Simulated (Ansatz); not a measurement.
Basis-set extrapolation for C₃H₆BFSi, SMILES `CB1C=C(F)[SiH2]1` (PBE0-D4/def2-TZVP geometry, frozen core, Ansatz 0.2.0). Multiplicity 1, RHF reference.

|  | def2-TZVPP | def2-QZVPP |
| --- | --- | --- |
| HF | -530.214661 | -530.233927 |
| MP2 correlation | -0.941703 | -1.011380 |
| CCSD(T) correlation | -1.030217 | not run |

Energies in hartree. Use E(X) = E(∞) + A·exp(−7.88·√X) for Hartree–Fock and E(X) = E(∞) + B·X^(−2.97) for correlation, with X = 3 and 4, and add CCSD(T) minus MP2 of the smaller set to the MP2 limit.

Q: What is the CCSD(T) energy at the basis-set limit?

A: HF limit: -530.233927 + (-0.019266) × 0.13774 = -530.23658. MP2 limit: -1.011380 + (-0.069677) × 0.74074 = -1.06299. Higher-order term: -1.030217 − (-0.941703) = -0.08851. Total: -531.38808 hartree, 3.90 eV below CCSD(T)/def2-TZVPP.
